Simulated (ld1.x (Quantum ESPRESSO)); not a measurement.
Values are calculated unless marked as measured or tabulated.
## Potentials for phosphorus compared

Generated with ld1.x 7.5 (TM, RRKJ, ultrasoft, PAW), atompaw 4.2 or ONCVPSP 4.0.1. The cutoff is in Ry: for ld1.x and atompaw files where the sum of valence levels is converged to 10 mRy in a Bessel basis, for ONCV files where the hardest occupied wave has 1 mHa per electron of residual kinetic energy. The error is the largest all-electron minus pseudo excitation energy over each file’s own four to seven test configurations (ionisations up to +4, promotions, holes and added fractions of an electron), all of which were solved. The labels leave out finer settings (local radius, basis sizes, second energies), which also bear on the numbers. Spin-polarised tests are not counted. The rows are a selection from randomly drawn settings: files with unsolved tests, undetermined cutoffs or missed reference levels are left out.

A true bound ghost makes a file unfit for plane-wave use even where its test errors are small: the radial tests pick states by their node count and pass the ghost by.

```csv
potential,cutoff (Ry),largest error (meV),bound ghosts
"TM semilocal, PBEsol, non-relativistic, rc 1.50/1.95 (sp), local s, core correction no, reference 3s1.5 3p3.5",18,+226,none
"TM, LDA (PZ), non-relativistic, rc 1.65/1.95/2.15 (spd), local p, core correction no, reference 3s2 3p3",21,+497,none
"TM semilocal, PW91, non-relativistic, rc 1.35/1.45/1.25 (spd), local s, core correction yes, reference 3s2 3p1",40,+60,none
"TM, PBE, non-relativistic, rc 1.70/2.00 (sp), local s, core correction yes, reference 3s1.5 3p3.5",18,+163,none
"TM, PBEsol, scalar-relativistic, rc 1.65/1.70/1.45 (spd), local d, core correction yes, reference 3s2 3p3",18,+144,none
"ultrasoft, Wu–Cohen, non-relativistic, rc 1.40/1.85/1.45 (spd), local smoothed, core correction no, reference 3s2 3p3",18,+75,none
"ultrasoft, revPBE, scalar-relativistic, rc 1.80/1.45 (sp), local smoothed, core correction yes, reference 3s2 3p3",10,-20,none
"TM, LDA (PZ), scalar-relativistic, rc 1.20/1.30/1.05 (spd), local d, core correction no, reference 3s2 3p3",60,+63,s
```

**Question.** Fill in the row for P: ultrasoft, PBEsol, scalar-relativistic, rc 1.50/1.50 (sp), local smoothed, core correction yes, reference 3s1.5 3p3.5.

**Answer.** cutoff 12 Ry, largest error -63 meV, bound ghosts: none.
